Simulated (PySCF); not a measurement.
## Polarisability and C₆ of Cr+ (chromium, charge +1)

[Ar] 3d5, high-spin 6S determinant. Computed with PySCF 2.14 in aug-cc-pVTZ with one added diffuse shell each of s, p, d, f, g type (9s8p6d4f3g, 118 functions), with no relativity, point nucleus. Coupled (time-dependent) response in atomic units; α is the mean over directions.

| method | mean α (bohr³) | C₆ (like pair) | S(−4) |
| --- | --- | --- | --- |
| TPSS | 14.42 | 54.57 | 270.8 |

S(−4) is the Cauchy moment in α(ω) = α(0) + S(−4) ω² + …

α(iu) at TPSS:

| u (hartree) | α(iu) (bohr³) |
| --- | --- |
| 0 | 14.42 |
| 0.0500 | 13.79 |
| 0.100 | 12.32 |
| 0.200 | 9.287 |
| 0.300 | 7.258 |
| 0.500 | 5.041 |
| 0.750 | 3.622 |
| 1.00 | 2.786 |
| 1.50 | 1.837 |
| 2.00 | 1.316 |
| 3.00 | 0.7723 |
| 5.00 | 0.3586 |

For an ion, C₆ is the dispersion term alone; charge-induced terms of lower order in 1/R come first.
